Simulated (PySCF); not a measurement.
## Radial density of Be⁺ (beryllium, charge +1)

UHF, [He] 2s1, 2S determinant. Computed with PySCF 2.14 in cc-pVDZ-DK, with the spin-free X2C one-electron Hamiltonian (Gaussian nucleus).

```
r (bohr)  4πr²ρ (e/bohr)  4πr²(ρα − ρβ)
 0.00835         0.02892         0.0005
  0.0141         0.07835         0.0014
  0.0236          0.2038         0.0038
  0.0398          0.5069         0.0094
  0.0669           1.155         0.0215
   0.112           2.289         0.0426
   0.189           3.579         0.0639
   0.318           3.823         0.0536
   0.535           2.196         0.0038
   0.900          0.5565         0.0862
    1.51          0.4339         0.4144
    2.55          0.3757         0.3756
    4.28         0.05004         0.0500
    7.21        0.001010         0.0010
```

Densities and radii are taken from the X2C orbitals without a picture-change correction, which distorts them close to the nucleus.
